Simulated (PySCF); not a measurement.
Compound: InEt2(CN), C₅H₁₀InN.
Structure used (PBE0-D3(BJ)/def2-SVP), in Å, numbered top down from 1:
```
atom  x, y, z in Å
In1    0.1575    0.1161   -0.1668
C2     2.1399   -0.3410    0.5681
C3     2.1945   -1.6170    1.3986
H4     2.5206    0.5296    1.1250
H5     2.7717   -0.4285   -0.3329
H6     3.2300   -1.8629    1.6893
H7     1.6129   -1.5306    2.3298
H8     1.7933   -2.4835    0.8507
C9    -1.0635    1.8020   -0.7544
C10   -2.5309    1.4429   -0.9466
H11   -0.6203    2.1935   -1.6862
H12   -0.9300    2.5976   -0.0034
H13   -3.1198    2.3164   -1.2737
H14   -2.6671    0.6532   -1.7013
H15   -2.9916    1.0708   -0.0181
C16   -0.9691   -1.7330   -0.4363
N17   -1.5567   -2.7262   -0.5814
```

Method: PBE0-D3(BJ)/def2-SVP geometry optimisation, gas phase, def2 core potentials past Kr (PySCF 2.14.0).

(1) Which atoms are bound to In1, and at what distances?

(2) List the angles at In1.

(3) What is the shape at In1?

(4) What are the other bond lengths?

(5) Give some angles away from the centre.

(6) What are the rotational constants (commonest isotopes, rigid rotor)?

Results:

(1) 3 atoms: C9 2.163 Å, C2 2.163 Å, C16 2.182 Å. The nearest atom not counted as bound is H5, at 2.68 Å.

(2) 
```csv
angle,degrees,distance of the outer atoms (Å)
C2–In1–C9,140.7,4.07
C2–In1–C16,109.6,3.55
C9–In1–C16,109.6,3.55
```

(3) Planar: angles 140.7°, 109.6° and 109.6°, sum 360.0°, 0.01 Å off the plane of its three neighbours. The In–C distances aren't all alike: 2.163 to 2.182 Å.

(4) C2–C3, C9–C10 1.523 Å; C2–H4 and 3 like bonds 1.103 Å; C3–H6 and 5 like bonds 1.102 Å; C16–N17 1.163 Å.

(5) In1–C2–C3 113.3°, In1–C16–N17 179.3°.

(6) A = 2161, B = 1196, C = 800.7 MHz: an asymmetric top.

Point group: C1 (no symmetry element, even within 0.4 Å). Charge 0, singlet. No PBE0-D3(BJ)/def2-SVP frequencies stand behind this structure, so it isn't proved a minimum.

One conformer stands for the species.
